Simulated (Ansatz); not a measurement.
C2H6Zn⁺, that is ZnMe2 with one electron fewer. Charge 1, multiplicity 2. Geometry r2SCAN-D4/def2-TZVP, that of the neutral singlet.

```xyz
9

Zn   -0.0013    0.0008   -0.0005
C     0.7912    0.2504   -1.7477
H     0.7050    1.2893   -2.0793
H     0.3037   -0.3776   -2.4992
H     1.8544   -0.0071   -1.7418
C    -0.7917   -0.2501    1.7476
H    -0.2483    0.3110    2.5135
H    -0.7810   -1.3040    2.0407
H    -1.8319    0.0874    1.7666
```

Estimate the α-spin orbital energies around the gap (eV) in Ansatz with PBE-D4/def2-TZVP, r2SCAN-D4/def2-TZVP, PBE0-D4/def2-TZVP.


```
orbital  PBE-D4/def2-TZVP  r2SCAN-D4/def2-TZVP  PBE0-D4/def2-TZVP
 HOMO−5            -15.58               -15.96             -17.14
 HOMO−4            -15.58               -15.96             -17.14
 HOMO−3            -15.24               -15.59             -16.83
 HOMO−2            -15.24               -15.59             -16.83
 HOMO−1            -14.48               -14.74             -15.88
   HOMO            -13.49               -13.92             -14.85
   LUMO             -6.05                -5.66              -5.17
 LUMO+1             -6.05                -5.65              -5.17
 LUMO+2             -6.04                -5.65              -5.15
 LUMO+3             -3.67                -2.78              -2.92
 LUMO+4             -2.92                -2.14              -1.94
 LUMO+5             -2.42                -1.57              -1.59
 β HOMO            -13.89               -13.81             -14.55
 β LUMO            -12.26               -11.95             -11.31
```
